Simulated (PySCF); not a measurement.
First SCF of a structure search on singlet [RuF3]+, at a hand-made T-shaped geometry. PySCF input:

```python
from pyscf import gto, scf, dft
mol = gto.M(atom='''
Ru     0.000000     0.000000     0.000000
F      0.000000     0.000000     1.852200
F      1.851100     0.000000     0.064600
F     -1.851100     0.000000     0.064600''',
    basis={'Ru': 'def2-TZVP', 'F': 'def2-TZVP'},
    ecp={'Ru': 'def2-TZVP'},
    charge=1, spin=0)
mf = dft.RKS(mol, xc='PBE0')
mf.grids.atom_grid = (50, 194)
aux = {'Ru': 'def2-universal-JKFIT', 'F': 'def2-universal-JKFIT'}
mf = mf.density_fit(auxbasis=aux)
mf.conv_tol = 1e-08
mf.diis_space = 10
mf.max_cycle = 60
mf.init_guess = 'minao'
mf.verbose = 4
mf.kernel()
```

Excerpt of the output (cycles and frontier levels):

```
init E= -386.292619528271
  HOMO = -0.613268848641752  LUMO = -0.611394873967266  gap/eV = 0.05099
cycle= 1 E= -393.664372792005  delta_E= -7.37  |g|= 0.794  |ddm|=  4.3
  HOMO = -0.563165399771854  LUMO = -0.473896603267359  gap/eV = 2.42913
cycle= 2 E= -386.055968946244  delta_E= 7.61  |g|=  5.3  |ddm|= 2.77
  HOMO = -0.59503340505599  LUMO = -0.506727903144311  gap/eV = 2.40292
cycle= 3 E= -393.609425005451  delta_E= -7.55  |g|= 1.02  |ddm|= 2.53
  HOMO = -0.560776475699223  LUMO = -0.502159519295961  gap/eV = 1.59505
cycle= 4 E= -393.706309023503  delta_E= -0.0969  |g|= 0.657  |ddm|=  0.7
  HOMO = -0.615490938172542  LUMO = -0.540556228228129  gap/eV = 2.03908
cycle= 5 E= -393.783038668612  delta_E= -0.0767  |g|= 0.0604  |ddm|= 0.327
  HOMO = -0.605846304668186  LUMO = -0.527982478402844  gap/eV = 2.11878
cycle= 6 E= -393.783610734584  delta_E= -0.000572  |g|= 0.0382  |ddm|= 0.0505
  HOMO = -0.608820487161788  LUMO = -0.530800287741075  gap/eV = 2.12304
cycle= 7 E= -393.78393411366  delta_E= -0.000323  |g|= 0.0046  |ddm|= 0.0274
  HOMO = -0.608738983528518  LUMO = -0.530847218050243  gap/eV = 2.11954
cycle= 8 E= -393.783950614013  delta_E= -1.65e-05  |g|= 0.00209  |ddm|= 0.0118
  HOMO = -0.60892411934475  LUMO = -0.531015379488922  gap/eV = 2.12000
cycle= 9 E= -393.783953897541  delta_E= -3.28e-06  |g|= 0.000692  |ddm|= 0.0056
  HOMO = -0.608981633620144  LUMO = -0.531077549356489  gap/eV = 2.11988
cycle= 10 E= -393.783954502735  delta_E= -6.05e-07  |g|= 0.00038  |ddm|= 0.00319
  HOMO = -0.608970854397075  LUMO = -0.531069538415288  gap/eV = 2.11980
cycle= 11 E= -393.783954543108  delta_E= -4.04e-08  |g|= 0.000106  |ddm|= 0.000663
  HOMO = -0.608965242959557  LUMO = -0.531064791995188  gap/eV = 2.11978
cycle= 12 E= -393.78395454537  delta_E= -2.26e-09  |g|= 7.62e-06  |ddm|= 7.39e-05
  HOMO = -0.608965935769535  LUMO = -0.531065071359472  gap/eV = 2.11979
Extra cycle  E= -393.783954545302  delta_E= 6.87e-11  |g|= 2.27e-05  |ddm|= 1.67e-05
converged SCF energy = -393.783954545302
```

This is not the lowest solution: all starts ended here, but a stability analysis within the same restricted form found one 18.6 kJ/mol lower, at -393.79104 Eh.

At the minimum of this search the closed-shell solution is unstable towards spin polarisation, so a lower open-shell solution exists.

The search for the lowest solution, 3 starts and the stability check together, took 16 s on 4 threads of a shared Arm Neoverse V1 host, with 133 basis functions; the process peaked at 0.55 GiB.
